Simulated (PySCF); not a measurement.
Energy of Mn⁺ (manganese, charge +1) between two integer charges

The 4s alpha orbital of [Ar] 3d5 4s1 is emptied in steps (occupation f), with all orbitals relaxed, ending at [Ar] 3d5. All numbers are calculated (PySCF 2.14, no relativity, point nucleus, in def2-TZVP (6s4p4d1f, 45 functions)). The exact energy is a straight line in f; departures are measured from the line between the end points of the same method.

| f | UHF (eV) | LDA (eV) | PBE (eV) |
| --- | --- | --- | --- |
| 1 | 0.000 | 0.000 | 0.000 |
| 0.75 | 0.020 | -0.667 | -0.674 |
| 0.5 | 0.026 | -0.885 | -0.903 |
| 0.25 | 0.019 | -0.657 | -0.681 |
| 0 | 0.000 | 0.000 | 0.000 |

For UHF, how does the orbital energy at f = 1 compare with the removal energy?

−ε = 14.804 eV against a total-energy difference of 14.693 eV. By Janak's theorem ε = ∂E/∂f, so the gap between them reflects the curvature. Along the path −ε is 14.745 (f = 0.75), 14.691 (f = 0.5), 14.640 (f = 0.25) eV.

```tsv
method	E(f=0) − E(f=1) (eV)	−ε at f=1 (eV)	−ε at f=0.5 (eV)
UHF	14.693	14.804	14.691
LDA	16.301	12.731	16.327
PBE	16.065	12.484	16.047
```

Reference removal energy between the ground levels: 15.640 eV (measured; NIST Atomic Spectra Database, ionization energies). UHF lacks correlation.
